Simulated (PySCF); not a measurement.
# Cobalt: a sound run and one with changed settings

Sound run: Co+ [Ar] 3d8, Co(2+) [Ar] 3d7. All numbers are calculated (PySCF 2.14, the spin-free X2C one-electron Hamiltonian (Gaussian nucleus), in aug-cc-pVDZ-DK). In the sound run the correlated levels freeze [Ar]. The sound run starts from symmetry-adapted Hartree-Fock orbitals and uses a fine grid where one is needed.

Changed run: initial guess sap, at most 50 SCF cycles, level shift 2.0 hartree.

| species | method | sound run (hartree) | changed run (hartree) | converged |
| --- | --- | --- | --- | --- |
| Co+ | UHF | -1391.57516 | -1391.49958 | no |
| Co+ | TPSS | -1392.98679 | -1392.98679 | yes |
| Co+ | M06-L | -1392.88423 | -1392.88423 | no |
| Co(2+) | UHF | -1391.05154 | -1391.05154 | yes |
| Co(2+) | TPSS | -1392.35136 | -1392.35126 | no |
| Co(2+) | M06-L | -1392.25432 | -1392.25422 | no |
| Co(2+) | MP2 | -1391.20376 | -1391.14369 | yes |

A level shift leaves the converged SCF energy unchanged but raises the virtual orbital energies, which shrinks MP2 if it is not removed.
